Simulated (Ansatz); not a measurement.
`CC(C)[O][Sn][F]` at its PBE0-D4/def2-TZVP geometry, where that method's forces vanish. Charge 0, multiplicity 1. Sn: def2 effective core potential.

| atom | x (Å) | y (Å) | z (Å) |
| --- | --- | --- | --- |
| C1 | 0.491 | 0.878 | 0.947 |
| C2 | 0.185 | -0.530 | 0.469 |
| C3 | 0.646 | -0.760 | -0.958 |
| O4 | -1.192 | -0.825 | 0.611 |
| Sn5 | -2.825 | -0.075 | -0.163 |
| F6 | -2.010 | 1.308 | -1.282 |
| H7 | 1.568 | 1.065 | 0.936 |
| H8 | 0.008 | 1.612 | 0.297 |
| H9 | 0.132 | 1.018 | 1.970 |
| H10 | 0.709 | -1.240 | 1.123 |
| H11 | 0.165 | -0.046 | -1.632 |
| H12 | 0.397 | -1.774 | -1.278 |
| H13 | 1.728 | -0.632 | -1.040 |

**Question.** For each bond, give half the difference of the two atoms' forces along it (eV/Å; positive pushes the atoms apart) under PBE-D4, r2SCAN-D4, B3LYP-D4, ωB97M-V in def2-TZVPP. (Estimate.)

**Answer.** The calculation gave: 
| bond | length (Å) | PBE-D4 | r2SCAN-D4 | B3LYP-D4 | ωB97M-V |
| --- | --- | --- | --- | --- | --- |
| C1–C2 | 1.518 | -0.01 | 0.05 | 0.13 | 0.10 |
| C1–H7 | 1.093 | 0.09 | -0.03 | -0.06 | -0.07 |
| C1–H8 | 1.093 | 0.10 | -0.04 | -0.08 | -0.06 |
| C1–H9 | 1.092 | 0.09 | -0.04 | -0.07 | -0.06 |
| C2–C3 | 1.518 | -0.01 | 0.05 | 0.13 | 0.10 |
| C2–O4 | 1.416 | 0.19 | 0.24 | 0.17 | 0.23 |
| C2–H10 | 1.098 | 0.10 | -0.08 | -0.18 | -0.18 |
| C3–H11 | 1.093 | 0.10 | -0.04 | -0.08 | -0.06 |
| C3–H12 | 1.092 | 0.09 | -0.04 | -0.07 | -0.06 |
| C3–H13 | 1.093 | 0.09 | -0.03 | -0.06 | -0.07 |
| O4–Sn5 | 1.956 | 0.39 | 0.03 | 0.18 | -0.13 |
| Sn5–F6 | 1.958 | 0.52 | 0.06 | 0.32 | 0.00 |

B3LYP here is the variant with VWN-RPA as its local correlation; programs differ in this.

Program: Ansatz 0.2.0.
